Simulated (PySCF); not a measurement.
# Dipole response of K (potassium, neutral)

[Ar] 4s1, 2S determinant. Calculation: PySCF 2.14, in aug-cc-pVQZ-X2C (8s7p5d3f2g, 93 functions); the spin-free X2C one-electron Hamiltonian (Gaussian nucleus). Coupled (time-dependent) response in atomic units; α is the mean over directions.

| method | mean α (bohr³) | C₆ (like pair) | S(−4) |
| --- | --- | --- | --- |
| BLYP | 259.4 | 3304 | 64800 |

S(−4) is the Cauchy moment in α(ω) = α(0) + S(−4) ω² + …

Reference α: 289.7 ± 0.3 bohr³ (recommended; Schwerdtfeger and Nagle, table of static dipole polarizabilities (2023 update)). Published C₆: 3923 (Chu and Dalgarno (2004); Tang, Norbeck and Certain (1976)).

α(iu) at BLYP:

```csv
u (hartree),α(iu) (bohr³)
0,259.4
0.0500,160.7
0.100,77.28
0.200,28.15
0.300,15.72
0.500,8.295
0.750,5.237
1.00,3.725
1.50,2.158
2.00,1.386
3.00,0.6932
5.00,0.2701
```

A single London oscillator, α(iu) = α/(1 + u²/ω²), gives C₆ = (3/4) ω α². Matching the computed C₆ needs ω = 4 × 3304 / (3 × 259.4²) = 0.0655 hartree.
